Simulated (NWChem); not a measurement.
Species: C$_{2}$H$_{5}$NSi; SMILES [SiH2]1CN=C1

```xyz
9

C      1.0819    -0.5548     0.0000
N      0.0864    -1.3684     0.0000
C     -1.1097    -0.4942     0.0000
Si     0.0520     1.0246     0.0000
H      2.1179    -0.9234     0.0000
H     -1.7366    -0.6773     0.8878
H     -1.7366    -0.6773    -0.8878
H      0.0942     1.9034     1.2111
H      0.0942     1.9034    -1.2111
```
Atoms are numbered in this order, from 1.

Computed with NWChem. Medium grid unless said otherwise, to which SCAN and Minnesota functionals are sensitive. The geometry was optimised at PBE0/def2-SVP. Hybrids' shares of exact exchange are those that their runs print; pure functionals count as 0. The functionals differ in more than this share.

| row | share of exact exchange | orbital gap (eV) |
|---|---|---|
| PBE/def2-SVP | 0.00 | 3.58 |
| r2SCAN/def2-SVP | 0.00 | 4.02 |
| B3LYP/def2-SVP | 0.20 | 5.67 |
| PBE0/def2-SVP | 0.25 | 6.12 |
| M06/def2-SVP | 0.27 | 6.14 |
| BHandHLYP/def2-SVP | 0.50 | withheld |

Question: Fit a straight line of the last column on the one before it, predict the withheld value, and compare with the run.

Answer: 
1. Means of the 5 shown rows: x = 0.144, y = 5.106. Slope Σ(x − x̄)(y − ȳ)/Σ(x − x̄)² = 0.6455/0.07172 = 9.000; intercept 3.810.
2. The shown rows scatter about the line by 0.151 (root mean square); the largest residual is -0.23, at PBE/def2-SVP.
3. At x = 0.50 (BHandHLYP/def2-SVP; beyond the shown range) the line gives 8.31.
4. The run gives 8.73, +0.42 from the line, 2.8 times the scatter.
